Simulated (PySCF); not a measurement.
# Electric field gradients and quadrupole coupling constants

Species: C₇H₇OS (charge -1).
SMILES with atom numbers: `[CH2:1]=[C:2]([CH3:3])[c:4]1[cH:5][cH:6][o:7][c:8]1[S-:9]` (hydrogens: H10, H11 on C1; H12, H13, H14 on C3; H15 on C5; H16 on C6)

Structure used (GFN2-xTB), in Å, numbered top down from 1:
```xyz
16
C7H7OS angstrom
C     -1.561    1.361    0.300
C     -0.963    0.172    0.131
C     -1.786   -1.081    0.122
C      0.459    0.030   -0.049
C      1.409    1.095   -0.105
C      2.629    0.542   -0.285
O      2.538   -0.812   -0.350
C      1.216   -1.140   -0.209
S      0.829   -2.775   -0.254
H     -2.630    1.438    0.428
H     -1.019    2.291    0.315
H     -1.648   -1.613   -0.818
H     -1.454   -1.756    0.909
H     -2.844   -0.855    0.260
H      1.205    2.146   -0.025
H      3.612    0.966   -0.382
```

Field gradients from the PBE0/pcSseg-1 density (PySCF, non-relativistic), principal values in atomic units, ordered |Vxx| ≤ |Vyy| ≤ |Vzz|:

```json
{"atom": "O7", "Vxx": "-0.5640", "Vyy": "-0.9262", "Vzz": "1.4901"}
{"atom": "S9", "Vxx": "-0.4828", "Vyy": "-1.8628", "Vzz": "2.3455"}
```

Problem. Find the asymmetry η = (Vxx − Vyy)/Vzz and the couplings χ = eQV/h (234.96 MHz × Q in barn × V in au), with Q(17O) = −0.0256 b, Q(33S) = −0.0678 b.

Solution. 
```tsv
atom	environment	nucleus	η	χzz (MHz)	χxx (MHz)	χyy (MHz)
O7	furan-type oxygen	17O	0.24	-8.96	3.39	5.57
S9	thiolate sulfur	33S	0.59	-37.37	7.69	29.68
```

The tensor is traceless: Vxx + Vyy + Vzz = 0.

Problem. What is Vzz at S9 in SI units (1 au = 9.71736 × 10²¹ V/m²)?

Solution. 2.3455 au = 22.792 × 10²¹ V/m².

Problem. And the gradient at the other heavy atoms, for which no coupling is worked out here?

Solution. 
```csv
atom,environment,Vzz (au),η
C1,terminal =CH2 carbon,-0.092,0.12
C2,fully substituted alkene carbon,0.372,0.43
C3,allylic carbon,0.089,0.21
C4,substituted aromatic carbon,-0.029,0.30
C5,aromatic CH carbon,0.192,0.45
C6,aromatic CH next to a ring oxygen,0.312,0.64
C8,substituted aromatic carbon,-0.353,0.32
```

Were the hydrogens deuterons (Q(2H) = 0.00286 b), χzz would run from 208 kHz (H13 and H12) to 236 kHz (H15).

Isolated species at its GFN2-xTB geometry (one conformer only). The pcSseg-1 basis has no diffuse functions, a weakness for an anion. GFN2-xTB bond lengths can be off by several hundredths of an ångström, more for odd bonds, and the gradients follow them. A larger basis could move these couplings by a tenth or more.

These values come from a run that also computed NMR shieldings. Time: 41 s (with the writing of density and orbital grids); peak memory 0.86 GiB. Hardware: an Intel Xeon Platinum 8488C with one thread, shared host with 192 logical CPUs at a one-minute load of 18.
